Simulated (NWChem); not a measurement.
All runs are NWChem calculations. System: FZn (+1), charge 1, spin multiplicity 1, at a geometry optimised with PBE/def2-SVP. The structure started from a generated list of species. Level: real-time TD-PBE0/6-31G* (spherical d).

Input file:

```
start mol
memory heap 200 mb stack 900 mb global 1100 mb
charge 1
geometry "system" units angstroms nocenter noautoz noautosym
  Zn     0.000000     0.000000    -0.399909
  F      0.000000     0.000000     1.333029
end
set geometry "system"
basis spherical
  * library 6-31g*
end
dft
  xc pbe0
  semidirect memsize 60000000 filesize 0
  iterations 100
  convergence energy 1e-10 density 1e-9 gradient 1e-8
  tolerances tight
end
task dft energy
rt_tddft
  tmax 150.0
  dt 0.2
  tag "kick"
  print dipole
  field "kick"
    type delta
    polarization y
    max 0.0001
  end
  excite "system" with "kick"
end
task dft rt_tddft
```

Output (cleaned and shortened):

```
             Northwest Computational Chemistry Package (NWChem) 7.3.0
             --------------------------------------------------------

                                NWChem Input Module
                                -------------------

 Scaling coordinates for geometry "system" by  1.889725989
 (inverse scale =  0.529177249)

                              Geometry "system" -> ""
                              -----------------------

 Output coordinates in angstroms (scale by  1.889725989 to convert to a.u.)

  No.       Tag          Charge          X              Y              Z
 ---- ---------------- ---------- -------------- -------------- --------------
    1 Zn                  30.0000     0.00000000     0.00000000    -0.39990900
    2 F                    9.0000     0.00000000     0.00000000     1.33302900

 Effective nuclear repulsion energy (a.u.)      82.4483375804

            Nuclear Dipole moment (a.u.)
            ----------------------------
        X                 Y               Z
 ---------------- ---------------- ----------------
     0.0000000000     0.0000000000    -0.0000170075


 Summary of "ao basis" -> "" (spherical)
 ------------------------------------------------------------------------------
       Tag                 Description            Shells   Functions and Types
 ---------------- ------------------------------  ------  ---------------------
 *                           6-31g*                   on all atoms

                                 NWChem DFT Module
                                 -----------------

 Summary of "ao basis" -> "ao basis" (spherical)
 ------------------------------------------------------------------------------
       Tag                 Description            Shells   Functions and Types
 ---------------- ------------------------------  ------  ---------------------
 Zn                          6-31g*                 12       34   5s4p2d1f
 F                           6-31g*                  6       14   3s2p1d

 Summary of "ao basis" -> "ao basis" (spherical)
 ------------------------------------------------------------------------------
       Tag                 Description            Shells   Functions and Types
 ---------------- ------------------------------  ------  ---------------------
 Zn                          6-31g*                 12       34   5s4p2d1f
 F                           6-31g*                  6       14   3s2p1d

  itol2e modified to match energy
  convergence criterion.
  tol_rho modified to match energy
  convergence criterion.

            General Information
            -------------------
          SCF calculation type: DFT
          Wavefunction type:  closed shell.
          No. of atoms     :     2
          No. of electrons :    38
           Alpha electrons :    19
            Beta electrons :    19
          Charge           :     1
          Spin multiplicity:     1
          Use of symmetry is: off; symmetry adaption is: off
          Maximum number of iterations: 100
          AO basis - number of functions:    48
                     number of shells:    18
          Convergence on energy requested:  1.00D-10
          Convergence on density requested:  1.00D-09
          Convergence on gradient requested:  1.00D-08

              XC Information
              --------------
                         PBE0 Method XC Functional
                     Hartree-Fock (Exact) Exchange  0.250
          PerdewBurkeErnzerhof Exchange Functional  0.750
            Perdew 1991 LDA Correlation Functional  1.000 local
           PerdewBurkeErnz. Correlation Functional  1.000 non-local

             Grid Information
             ----------------
          Grid used for XC integration:  medium
          Radial quadrature: Mura-Knowles
          Angular quadrature: Lebedev.
          Tag              B.-S. Rad. Rad. Pts. Rad. Cut. Ang. Pts.
          ---              ---------- --------- --------- ---------
          Zn                  1.35      112           7.0       590
          F                   0.50       49           7.0       434
          Grid pruning is: on
          Number of quadrature shells:   161
          Spatial weights used:  Erf1

          Convergence Information
          -----------------------
          Convergence aids based upon iterative change in
          total energy or number of iterations.
          Levelshifting, if invoked, occurs when the
          HOMO/LUMO gap drops below (HL_TOL):  1.00D-02
          DIIS, if invoked, will attempt to extrapolate
          using up to (NFOCK): 10 stored Fock matrices.

                    Damping( 0%)  Levelshifting(0.5)       DIIS
                  --------------- ------------------- ---------------
          dE  on:    start            ASAP                start
          dE off:    2 iters        100 iters           100 iters

      Screening Tolerance Information
      -------------------------------
          Density screening/tol_rho:  1.00D-13
          AO Gaussian exp screening on grid/accAOfunc:  23
          CD Gaussian exp screening on grid/accCDfunc:  20
          XC Gaussian exp screening on grid/accXCfunc:  20
          Schwarz screening/accCoul:  1.00D-11

      Superposition of Atomic Density Guess
      -------------------------------------

 Sum of atomic energies:       -1876.85341973

 Renormalizing density from      39.00 to     38

      Non-variational initial energy
      ------------------------------

 Total energy =   -1847.277118
 1-e energy   =   -2716.895919
 2-e energy   =     787.170463
 HOMO         =      -1.051685
[...]
          PerdewBurkeErnzerhof Exchange Functional  0.750
            Perdew 1991 LDA Correlation Functional  1.000 local
           PerdewBurkeErnz. Correlation Functional  1.000 non-local

             Grid Information
             ----------------
          Grid used for XC integration:  medium
          Radial quadrature: Mura-Knowles
          Angular quadrature: Lebedev.
          Tag              B.-S. Rad. Rad. Pts. Rad. Cut. Ang. Pts.
          ---              ---------- --------- --------- ---------
          Zn                  1.35      112           7.0       590
          F                   0.50       49           7.0       434
          Grid pruning is: on
          Number of quadrature shells:   161
          Spatial weights used:  Erf1

          Convergence Information
          -----------------------
          Convergence aids based upon iterative change in
          total energy or number of iterations.
          Levelshifting, if invoked, occurs when the
          HOMO/LUMO gap drops below (HL_TOL):  1.00D-02
          DIIS, if invoked, will attempt to extrapolate
          using up to (NFOCK): 10 stored Fock matrices.

                    Damping( 0%)  Levelshifting(0.5)       DIIS
                  --------------- ------------------- ---------------
          dE  on:    start            ASAP                start
          dE off:    2 iters        100 iters           100 iters

      Screening Tolerance Information
      -------------------------------
          Density screening/tol_rho:  1.00D-13
          AO Gaussian exp screening on grid/accAOfunc:  23
          CD Gaussian exp screening on grid/accCDfunc:  20
          XC Gaussian exp screening on grid/accXCfunc:  20
          Schwarz screening/accCoul:  1.00D-11

 *************************
 * Closed-shell RT-TDDFT *
 *************************

 Geometry               Atoms      Basis func.   Nuc. charge          Nuc. dip. mom.
 -----------------------------------------------------------------------------------------
 *system               2 (100% )    48 (100% )     39.00        0.00      0.00     -0.00

=============== Geometry Initialization ===============
  Active geometry: "system"
  No linear dependencies
  Number of atomic orbitals    = 48
  Number of molecular orbitals = 48
=======================================================

             System parameters
             -----------------
     No. atoms              : 2
     Wavefunction type      : restricted
     No. alpha electrons    : 19
     No. beta electrons     : 19
     Total no. electrons    : 38
     System charge          : 1

               2e integrals
               ------------
     tol2e for real part of Fock matrix:  1.0000E-11
     tol2e for imag part of Fock matrix:  1.0000E-13

                    Propagation parameters
                    ----------------------
     End time (tmax)       :  1.5000E+02 au =  3.6283E+00 fs
     Time step (dt)        :  2.0000E-01 au =  4.8378E-03 fs
     No. time steps (nt)   : 750
     Progagation method    : 2nd order Magnus w/ self-consistent interpolation
     Exponentiation method : Adaptive contractive power series

                        Tolerances
                        ----------
     Zero / comparison / check tolerance  :  1.0000E-08
     Series convergence tolerance         :  1.0000E-10
     Interpolation convergence tolerance  :  1.0000E-07
     Reqd no. zero terms in series        : 3
     Reqd no. zero terms in interpolation : 1

                Output and checking parameters
                ------------------------------
     Quantites to print : messages, dipole, field, energy, <S^2>
     No. print points   : 750 (once every 1 time steps)
     No. checks         : 10 (once every 75 time steps)
     No. restart points : 100 (once every 7 time steps)
     Checking level     : 1 (checkpoints only)
     Profiling          : No

 Dipole and quadrupole matrices
 ------------------------------
     Center of mass = ( 0.0000E+00,  0.0000E+00, -5.4783E-03)
     norm[D_x]  =  2.2520E+00
     norm[D_y]  =  2.2520E+00
     norm[D_z]  =  2.5191E+00
     norm[Q_xx] =  1.5214E+01
     norm[Q_xy] =  5.0714E+00
     norm[Q_xz] =  5.0714E+00
     norm[Q_yy] =  1.5214E+01
     norm[Q_yz] =  5.0714E+00
     norm[Q_zz] =  1.5785E+01

         Applied fields
         --------------

               "kick"
     Type            : delta
     Polarization    : y
     Field maximum   :  1.0000E-04 au =  5.1421E-02 V/nm

        Excitation rules
        ----------------
     Excite geometry "system" with "kick"

                             Closed shell propagation
                             ------------------------

****************************** WARNING ******************************
  Starting movecs not specified--trying SCF output:
   ./mol.movecs
*********************************************************************

     File name              : ./mol.movecs
     Job title              :
     Basis set name         : ao basis
     SCF type               : dft
     Atomic orbitals        : 48
     Molecular orbitals     : 48

   Vector      Occupation     Eigenvalue [au]
 --------------------------------------------
         1        2.00       -3.47936423E+02
         2        2.00       -4.26912343E+01
         3        2.00       -3.76374269E+01
         4        2.00       -3.76374269E+01
         5        2.00       -3.76355232E+01
         6        2.00       -2.49676783E+01
         7        2.00       -5.21764035E+00
         8        2.00       -3.59394755E+00
         9        2.00       -3.59394755E+00
        10        2.00       -3.59184058E+00
        11        2.00       -1.36955363E+00
        12        2.00       -8.32639466E-01
        13        2.00       -8.28166269E-01
        14        2.00       -8.28166269E-01
        15        2.00       -8.25106951E-01
        16        2.00       -8.25106710E-01
        17        2.00       -6.41050895E-01
        18        2.00       -6.03407628E-01
        19        2.00       -6.03407628E-01
        20        0.00       -4.19727357E-01
        21        0.00       -2.31265386E-01
        22        0.00       -2.31265386E-01
        23        0.00       -1.39563996E-01
        24        0.00       -6.91660906E-02
        25        0.00        1.16195114E-03
        26        0.00        1.16195114E-03
        27        0.00        8.77612670E-02
        28        0.00        1.02072770E+00
        29        0.00        1.02072770E+00
        30        0.00        1.17807344E+00
        31        0.00        1.38431430E+00
        32        0.00        1.45917511E+00
        33        0.00        1.45917511E+00
        34        0.00        1.56677699E+00
        35        0.00        1.62902494E+00
        36        0.00        1.62902510E+00
        37        0.00        1.75466180E+00
        38        0.00        1.75466268E+00
        39        0.00        1.83501982E+00
        40        0.00        1.83501982E+00
        41        0.00        2.01282776E+00
        42        0.00        2.01282776E+00
        43        0.00        2.01357015E+00
        44        0.00        2.05288823E+00
        45        0.00        2.05288897E+00
        46        0.00        2.41479549E+00
        47        0.00        2.41479549E+00
        48        0.00        2.96173477E+00

  int2e_file: Failed to allocate cache ... halving

kick      0.00000        ### Propagation started ###
kick      0.00000        ### Checks passed ###
kick      0.00000   0.000000000000E+000   1.000000000000E-004   0.000000000000E+000     # Applied E-field [system] (alpha spin)
kick      0.00000   0.000000000000E+000   1.000000000000E-004   0.000000000000E+000     # Applied E-field [system] (beta spin)
kick      0.00000   8.244833758041E+001     # Enuc
kick      0.00000  -2.774644222400E+003     # Ecore
kick      0.00000   8.951060204186E+002     # Ecoul
kick      0.00000  -8.112523397650E+001     # Exc(1)
kick      0.00000   0.000000000000E+000     # Exc(2)
kick      0.00000  -1.878215098377E+003     # Etot
kick      0.00000  -2.273736754432E-013     # Eadded
kick      0.00000   5.166073233539E-012  -4.777931697639E-012  -2.315742326711E+000     # Dipole moment [system]
kick      0.00000        ### Saved restart file ###
kick      0.00000   1.045385999987E-012     # Magnus interpol (matrix 1 of 1)
kick      0.00000                     2     # Magnus total interpolations
kick      0.20000   0.000000000000E+000   0.000000000000E+000   0.000000000000E+000     # Applied E-field [system] (alpha spin)
kick      0.20000   0.000000000000E+000   0.000000000000E+000   0.000000000000E+000     # Applied E-field [system] (beta spin)
kick      0.20000   8.244833758041E+001     # Enuc
kick      0.20000  -2.774644222398E+003     # Ecore
kick      0.20000   8.951060204179E+002     # Ecoul
kick      0.20000  -8.112523397646E+001     # Exc(1)
kick      0.20000   0.000000000000E+000     # Exc(2)
kick      0.20000  -1.878215098376E+003     # Etot
kick      0.20000   1.696662366157E-009     # Eadded
kick      0.20000   5.184595904449E-012   1.673912963796E-005  -2.315742326722E+000     # Dipole moment [system]
kick      0.20000   1.398214877213E-012     # Magnus interpol (matrix 1 of 1)
kick      0.20000                     2     # Magnus total interpolations
kick      0.40000   0.000000000000E+000   0.000000000000E+000   0.000000000000E+000     # Applied E-field [system] (alpha spin)
kick      0.40000   0.000000000000E+000   0.000000000000E+000   0.000000000000E+000     # Applied E-field [system] (beta spin)
kick      0.40000   8.244833758041E+001     # Enuc
...
kick     28.20000   8.244833758041E+001     # Enuc
kick     28.20000  -2.774644222248E+003     # Ecore
kick     28.20000   8.951060203873E+002     # Ecoul
kick     28.20000  -8.112523397218E+001     # Exc(1)
kick     28.20000   0.000000000000E+000     # Exc(2)
kick     28.20000  -1.878215098252E+003     # Etot
kick     28.20000   1.252556103282E-007     # Eadded
kick     28.20000   5.154134220742E-012  -5.950481508964E-006  -2.315742327772E+000     # Dipole moment [system]
kick     28.20000   3.197442310920E-014     # Magnus interpol (matrix 1 of 1)
kick     28.20000                     2     # Magnus total interpolations
kick     28.40000   0.000000000000E+000   0.000000000000E+000   0.000000000000E+000     # Applied E-field [system] (alpha spin)
kick     28.40000   0.00
```
